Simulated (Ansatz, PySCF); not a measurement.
C2Cl3, SMILES [C](=C(Cl)Cl)Cl (connectivity only; charge and spin as stated), charge +1, multiplicity 1.

The structure is a stationary point at PBE0-D3(BJ)/def2-SVP. The spin state was assumed, not searched. The isomer is the one that the SMILES or the coordinates give; other isomers of the formula were not compared.

Vertical ionisation energy (IE) and electron affinity (EA) in eV. Rows of orbital energies are one-electron estimates. Where ΔSCF, EOM or ADC give a negative EA the extra electron is unbound and the value depends on the basis.

```csv
level,IE,EA
"−ε(HOMO), −ε(LUMO), ωB97X/def2-TZVP (PySCF)",[?],[?]
"ΔSCF, CAM-B3LYP/def2-TZVPD (Ansatz), final states of multiplicity 2 and 2",15.64,8.36
```

Fill in the missing entries. (An estimate is asked for; the answer gives what the named calculation found.)


- −ε(HOMO), −ε(LUMO), ωB97X/def2-TZVP (PySCF), IE: 15.71
- −ε(HOMO), −ε(LUMO), ωB97X/def2-TZVP (PySCF), EA: 7.99

What vertical singlet–triplet gap does ΔSCF give with CAM-B3LYP/def2-TZVPD (Ansatz, a quantum-chemistry and plane-wave program)? (An estimate is asked for; the answer gives what the named calculation found.)

0.81 eV (triplet above singlet where positive).
